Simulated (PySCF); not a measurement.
Compound: C4H10BNO.
SMILES: `CC#[N+][BH2-]COC`

Torsions of this conformer, `[CH3:1][C:2]#[N+:3][BH2-:4][CH2:5][O:6][CH3:7]`: N3–B4–C5–O6 -53°, B4–C5–O6–C7 -177°.

The closed-shell ground state was solved at several levels (PySCF, density fitting, gas phase, non-relativistic). Isolated species at its PBE0-D3(BJ)/def2-SVP geometry (one conformer only).

```csv
level,basis functions,HOMO (eV),LUMO (eV),gap (eV),dipole (D)
PBE0/pcSseg-1,169,-6.61,-0.38,6.23,6.53
B3LYP/pcJ-1,289,-6.38,-0.67,5.71,6.52
PBE0/def2-SVPD,223,-6.74,-0.46,6.28,6.49
```

**Question.** What might mPW1PW91/pcSseg-1 (169 basis functions) give for the same quantities?

**Answer.** HOMO -6.65 eV, LUMO -0.41 eV, gap 6.24 eV, dipole 6.52 D.

**Question.** Over all these levels, which gives the widest orbital gap and which the narrowest?

**Answer.** PBE0/def2-SVPD (global hybrid, 25 % exact exchange) has the widest, 6.28 eV, and B3LYP/pcJ-1 (global hybrid, 20 % exact exchange) the narrowest, 5.71 eV. Functional and basis both differ between the two, so the spread mixes both effects.

**Question.** How far do the dipole and the HOMO energy spread over the levels?

**Answer.** The dipole runs from 6.49 to 6.53 D (mean 6.52 D) and the HOMO from -6.74 to -6.38 eV.
